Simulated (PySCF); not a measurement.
# One molecule, a ladder of functionals, a line

Molecule: `InChI=1S/C3H8BNO/c1-3-2-5-4-6-3/h1-2,4-5H2`.

Geometry:
```
atom   x (Å)   y (Å)   z (Å)
  C1   1.821   1.309   0.441
  C2   0.658   0.676   0.233
  C3   0.510  -0.828   0.126
  N4  -0.747  -0.985  -0.630
  B5  -1.629   0.288  -0.069
  O6  -0.530   1.254   0.084
  H7   2.751   0.744   0.514
  H8   1.847   2.393   0.552
  H9   1.364  -1.329  -0.351
 H10   0.348  -1.266   1.123
 H11  -1.205  -1.881  -0.473
 H12  -0.587  -0.881  -1.634
 H13  -2.446   0.610  -0.915
 H14  -2.108  -0.110   0.990
```

GIAO shieldings (ppm, equivalent atoms averaged) in PySCF 2.14.0 with density-fitted response routines on the PBE0-D3(BJ)/def2-SVP geometry, basis pcSseg-1, gas phase, non-relativistic:

| functional | exact exchange (%) | σ(C3) | σ(N4) | σ(B5) | σ(O6) |
| --- | --- | --- | --- | --- | --- |
| BLYP | 0 | 125.5 | 189.0 | 94.6 | 148.5 |
| BP86 | 0 | 130.5 | 195.1 | 98.2 | 152.8 |
| PBE | 0 | 130.9 | 194.6 | 97.8 | 151.1 |
| B3LYP | 20 | 130.8 | 196.5 | 99.2 | 166.3 |
| PBE0 | 25 | 136.9 | 203.1 | 103.2 | 172.5 |
| mPW1PW91 | 25 | 135.9 | 202.2 | 103.2 | 172.6 |
| HF | 100 | 148.3 | 217.7 | 115.1 | 223.5 |

Problem. Fit each shielding as a line in the percentage of exact exchange.

Solution. σ(C3) = 129.4 + 0.19 x (rms 2.2 ppm); σ(N4) = 193.7 + 0.25 x (rms 2.6 ppm); σ(B5) = 97.2 + 0.18 x (rms 1.5 ppm); σ(O6) = 152.0 + 0.73 x (rms 1.9 ppm). The functionals also differ in their semilocal parts, which the line can't hold; Hartree–Fock has no correlation at all.

Problem. What does the line predict for BHandHLYP (50 %), and what does the run give?

Solution. σ(C3): 138.9 predicted, 137.6 computed; σ(N4): 206.2 predicted, 205.5 computed; σ(B5): 106.2 predicted, 105.2 computed; σ(O6): 188.5 predicted, 189.9 computed ppm.
